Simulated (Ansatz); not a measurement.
Computed with Ansatz on PBE0-D4/def2-TZVP structures; ΔE is electronic, products minus reactants. CCSD(T)/CBS adds triple-zeta CCSD(T) − MP2 to the extrapolated MP2 energy (def2 sets, frozen cores). Functionals use def2-TZVPP. Each species was taken in one conformer, which may not be the lowest.

Consider the cleavage of the Si–Si bond: `[SiH3][SiH2]SCS` + `COB(C)O` → `COB(C)O[SiH3]` + `[SiH3]SCS`.

`[SiH3][SiH2]SCS`:

```xyz
13

Si    0.839    0.812   -1.750
Si    0.898    0.974    0.591
S    -0.977    0.635    1.579
C    -1.104   -1.165    1.416
S    -0.954   -1.834   -0.253
H    -0.558    0.948   -2.239
H     1.640    1.927   -2.334
H     1.416   -0.471   -2.224
H     1.232    2.364    0.999
H     1.913    0.042    1.159
H    -0.312   -1.650    1.990
H    -2.062   -1.444    1.854
H    -1.971   -1.138   -0.786
```

`COB(C)O`:

```xyz
12

C     0.381    1.268   -1.063
O    -0.675    0.911   -0.203
B    -0.649   -0.241    0.534
C     0.542   -1.262    0.522
O    -1.737   -0.484    1.321
H     0.427    0.604   -1.932
H     1.348    1.241   -0.552
H     0.200    2.285   -1.413
H     1.460   -0.799    0.898
H     0.328   -2.134    1.139
H     0.767   -1.605   -0.493
H    -2.391    0.216    1.241
```

`COB(C)O[SiH3]`:

Cartesian coordinates in Å:
```
C 0.637 1.915 -1.501
O 1.251 0.877 -0.766
B 0.550 -0.020 -0.031
C 1.334 -1.138 0.747
O -0.820 0.076 0.013
Si -1.975 -0.808 0.779
H -0.429 1.994 -1.282
H 1.131 2.856 -1.251
H 0.770 1.725 -2.569
H 1.132 -1.081 1.822
H 1.013 -2.135 0.428
H 2.411 -1.063 0.598
H -3.286 -0.211 0.431
H -1.936 -2.224 0.329
H -1.781 -0.763 2.252
```

`[SiH3]SCS`:

Z-matrix (Å, degrees):
```
Si
S 1 2.138
H 1 1.486 2 109.6
H 1 1.485 2 104.0 3 118.2
H 1 1.482 2 113.7 3 -123.3
C 2 1.816 1 100.2 3 43.0
S 6 1.802 2 116.6 1 50.9
H 6 1.090 2 106.0 1 174.7
H 6 1.091 2 109.9 1 -68.6
H 7 1.343 6 96.4 2 56.1
```

**Question.** Is it downhill or uphill in electronic energy at CCSD(T)/CBS, and by how much? (Best estimate.)

**Answer.** Ansatz gave: Downhill: ΔE = -19.7 kcal/mol.

**Question.** What do these levels give: PBE0-D4, ωB97X-V, B2PLYP, PBE, r2SCAN, HF/def2-TZVPP, MP2/def2-TZVPP, SCS-MP2/def2-TZVPP, SCS-MP2/def2-QZVPP, HF/CBS(def2), MP2/CBS(def2), CCSD/CBS(def2)? (An estimate is asked.)

**Answer.** Ansatz gave: PBE0-D4 -15.2, ωB97X-V -19.3, B2PLYP -21.4, PBE -14.1, r2SCAN -18.2, HF/def2-TZVPP -27.3, MP2/def2-TZVPP -21.3, SCS-MP2/def2-TZVPP -22.8, SCS-MP2/def2-QZVPP -22.8, HF/CBS(def2) -28.0, MP2/CBS(def2) -21.0, CCSD/CBS(def2) -20.8 kcal/mol.

Largest T1 diagnostic among the species: 0.012.

In def2-TZVPP, CCSD(T) changes the Hartree–Fock value by +7.3 kcal/mol (the triples alone add +1.0 kcal/mol) and MP2 by +6.0 kcal/mol. From PBE to PBE0 (25 % exact exchange), in def2-TZVPP and without D4, ΔE moves by −1.9 kcal/mol. The D4 term adds +1.3 kcal/mol with B3LYP and +0.7 kcal/mol with PBE0; it sums over pairs of atoms, weighted by their polarisabilities, and B3LYP, whose exchange is more repulsive, gets the larger term.

B3LYP here is the variant with VWN-RPA as its local correlation; programs differ in this.
